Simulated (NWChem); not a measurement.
System: SiNH4Br; SMILES N[SiH2]Br

The following NWChem deck was run.

```
start job
memory heap 200 mb stack 900 mb global 1100 mb
geometry units angstroms noautoz
  Si     0.571168     1.047197     0.050733
  N     -0.727174     2.171040     0.128364
  Br     0.008776    -1.114022    -0.374998
  H      1.461836     1.450307    -1.058747
  H      1.242627     1.029358     1.368150
  H     -1.364597     2.146802     0.916456
  H     -1.216758     2.430752    -0.720656
end
basis spherical
  * library def2-svp
end
dft
  xc xpbe96 cpbe96
  iterations 150
  vectors input atomic output neutral.movecs
end
task dft energy
charge 1
dft
  odft
  mult 2
  vectors input atomic output cation.movecs
end
task dft energy
```

Parts of the log:

```
             Northwest Computational Chemistry Package (NWChem) 7.3.0
             --------------------------------------------------------

 CS  symmetry detected

                             Geometry "geometry" -> ""
                             -------------------------

 Output coordinates in angstroms (scale by  1.889725989 to convert to a.u.)

  No.       Tag          Charge          X              Y              Z
 ---- ---------------- ---------- -------------- -------------- --------------
    1 Si                  14.0000     0.56028077     1.08490938     0.00000000
    2 N                    7.0000    -0.69856416     2.25540117     0.00000000
    3 Br                  35.0000    -0.08967786    -1.09361145     0.00000000
    4 H                    1.0000     1.35192095     1.26178197    -1.23643436
    5 H                    1.0000     1.35192095     1.26178197     1.23643436
    6 H                    1.0000    -1.25954932     2.38814869     0.83405930
    7 H                    1.0000    -1.25954932     2.38814869    -0.83405930

 Effective nuclear repulsion energy (a.u.)     231.9789847323

      Symmetry information
      --------------------

 Group name             Cs
 Group number              2
 Group order               2
 No. of unique centers     5

  pbe96 is a nonlocal functional; adding pw91lda local functional.

                                 NWChem DFT Module
                                 -----------------

 Summary of "ao basis" -> "ao basis" (spherical)
 ------------------------------------------------------------------------------
       Tag                 Description            Shells   Functions and Types
 ---------------- ------------------------------  ------  ---------------------
 Si                         def2-svp                 8       18   4s3p1d
 N                          def2-svp                 6       14   3s2p1d
 Br                         def2-svp                12       32   5s4p3d
 H                          def2-svp                 3        5   2s1p

      Symmetry analysis of basis
      --------------------------

        a'         55
        a"         29

            General Information
            -------------------
          SCF calculation type: DFT
          Wavefunction type:  closed shell.
          No. of atoms     :     7
          No. of electrons :    60
           Alpha electrons :    30
            Beta electrons :    30
          Charge           :     0
          Spin multiplicity:     1
          Use of symmetry is: on ; symmetry adaption is: on
          Maximum number of iterations: 150
          AO basis - number of functions:    84
                     number of shells:    38
          Convergence on energy requested:  1.00D-06
          Convergence on density requested:  1.00D-05
          Convergence on gradient requested:  5.00D-04

              XC Information
              --------------
          PerdewBurkeErnzerhof Exchange Functional  1.000
            Perdew 1991 LDA Correlation Functional  1.000 local
           PerdewBurkeErnz. Correlation Functional  1.000 non-local

             Grid Information
             ----------------
          Grid used for XC integration:  medium
          Radial quadrature: Mura-Knowles
          Angular quadrature: Lebedev.
          Tag              B.-S. Rad. Rad. Pts. Rad. Cut. Ang. Pts.
          ---              ---------- --------- --------- ---------
          Si                  1.10       88           8.0       590
          N                   0.65       49          10.0       434
          Br                  1.15      112          10.0       590
          H                   0.35       45          10.0       434
          Grid pruning is: on
          Number of quadrature shells:   339
          Spatial weights used:  Erf1

      Superposition of Atomic Density Guess
      -------------------------------------

 Sum of atomic energies:       -2917.06565048

      Non-variational initial energy
      ------------------------------

 Total energy =   -2918.081069
 1-e energy   =   -4520.182318
 2-e energy   =    1370.122264
 HOMO         =      -0.356100
 LUMO         =       0.064901

      Symmetry analysis of molecular orbitals - initial
      -------------------------------------------------

  Numbering of irreducible representations:

     1 a'          2 a"

  Orbital symmetries:

     1 a'          2 a'          3 a'          4 a'          5 a"
     6 a'          7 a'          8 a'          9 a'         10 a"
    11 a'         12 a'         13 a'         14 a"         15 a'
    16 a'         17 a"         18 a'         19 a"         20 a'
    21 a'         22 a'         23 a'         24 a"         25 a'
    26 a'         27 a"         28 a'         29 a"         30 a'
    31 a'         32 a'         33 a'         34 a"         35 a'
    36 a"         37 a'         38 a"         39 a'         40 a"

   convergence    iter        energy       DeltaE   RMS-Dens  Diis-err
 ---------------- ----- ----------------- --------- --------- ---------
 d= 0,ls=0.0,diis     1  -2919.7628779722 -3.15D+03  1.36D-02  5.41D-01
 d= 0,ls=0.0,diis     2  -2919.7180689996  4.48D-02  9.68D-03  8.03D-01
 d= 0,ls=0.0,diis     3  -2919.8079544323 -8.99D-02  2.50D-03  7.34D-02
 d= 0,ls=0.0,diis     4  -2919.8154498012 -7.50D-03  1.23D-03  1.13D-02
 d= 0,ls=0.0,diis     5  -2919.8166954481 -1.25D-03  3.27D-04  5.29D-04
  Resetting Diis
 d= 0,ls=0.0,diis     6  -2919.8167808124 -8.54D-05  4.57D-05  6.44D-06
 d= 0,ls=0.0,diis     7  -2919.8167820795 -1.27D-06  1.47D-05  2.47D-07
 d= 0,ls=0.0,diis     8  -2919.8167820733  6.20D-09  7.91D-06  3.42D-07

         Total DFT energy =    -2919.816782073313
      One electron energy =    -4522.696418808382
           Coulomb energy =     1490.960341725588
    Exchange-Corr. energy =     -120.059689722792
 Nuclear repulsion energy =      231.978984732273

 Numeric. integr. density =       60.000004979868

                  Occupations of the irreducible representations
                  ----------------------------------------------

                     irrep           alpha         beta
                     --------     --------     --------
                     a'               22.0         22.0
                     a"                8.0          8.0

                       DFT Final Molecular Orbital Analysis
                       ------------------------------------

 Vector   28  Occ=2.000000D+00  E=-2.541366D-01  Symmetry=a'
              MO Center= -1.1D-01, -3.4D-01, -5.7D-13, r^2= 3.2D+00
   Bfn.  Coefficient  Atom+Function         Bfn.  Coefficient  Atom+Function
  ----- ------------  ---------------      ----- ------------  ---------------
    47      0.530652  3 Br px                44      0.463992  3 Br px
    41     -0.310546  3 Br px                22     -0.172475  2 N  px
    21      0.144867  2 N  s                 23     -0.139064  2 N  py
    25      0.127341  2 N  px                26      0.121443  2 N  py
    38      0.101061  3 Br px                65     -0.086771  4 H  s

 Vector   29  Occ=2.000000D+00  E=-2.425768D-01  Symmetry=a"
              MO Center=  6.9D-02, -7.8D-01,  1.1D-12, r^2= 2.3D+00
   Bfn.  Coefficient  Atom+Function         Bfn.  Coefficient  Atom+Function
  ----- ------------  ---------------      ----- ------------  ---------------
    49      0.580794  3 Br pz                46      0.505444  3 Br pz
    43     -0.337601  3 Br pz                65      0.135882  4 H  s
    70     -0.135882  5 H  s                 66      0.130515  4 H  s
    71     -0.130515  5 H  s                 40      0.109828  3 Br pz
    10     -0.077738  1 Si pz                15     -0.048919  1 Si d -1

 Vector   30  Occ=2.000000D+00  E=-2.319075D-01  Symmetry=a'
              MO Center= -4.2D-01,  1.2D+00, -1.1D-13, r^2= 3.7D+00
   Bfn.  Coefficient  Atom+Function         Bfn.  Coefficient  Atom+Function
  ----- ------------  ---------------      ----- ------------  ---------------
    23      0.428040  2 N  py                26     -0.352936  2 N  py
    48     -0.288178  3 Br py                45     -0.235185  3 Br py
    22      0.228874  2 N  px                47      0.224057  3 Br px
    44      0.206584  3 Br px                25     -0.176399  2 N  px
    42      0.155464  3 Br py                41     -0.136907  3 Br px

 Vector   31  Occ=0.000000D+00  E=-4.349803D-03  Symmetry=a'
              MO Center= -4.7D-02,  7.4D-01, -2.1D-14, r^2= 4.2D+00
   Bfn.  Coefficient  Atom+Function         Bfn.  Coefficient  Atom+Function
  ----- ------------  ---------------      ----- ------------  ---------------
    11      0.664217  1 Si px                21      0.641753  2 N  s
    48      0.578691  3 Br py                 3     -0.449671  1 Si s
    12      0.442262  1 Si py                 4     -0.407218  1 Si s
    37      0.305942  3 Br s                 76     -0.293175  6 H  s
    81     -0.293175  7 H  s                 26     -0.284910  2 N  py

 Vector   32  Occ=0.000000D+00  E= 4.478901D-04  Symmetry=a'
              MO Center=  2.1D-01,  1.2D+00,  2.6D-14, r^2= 5.0D+00
   Bfn.  Coefficient  Atom+Function         Bfn.  Coefficient  Atom+Function
  ----- ------------  ---------------      ----- ------------  ---------------
    21      1.058316  2 N  s                 12     -0.797587  1 Si py
    11      0.571463  1 Si px                76     -0.425196  6 H  s
    81     -0.425196  7 H  s                  3      0.366737  1 Si s
    66     -0.361320  4 H  s                 71     -0.361320  5 H  s
    48     -0.330093  3 Br py                37     -0.304248  3 Br s

[...]
```

Level: PBE/def2-SVP, vertical spin-unrestricted ions. The geometry was optimised at B3LYP/6-31G* (spherical d).
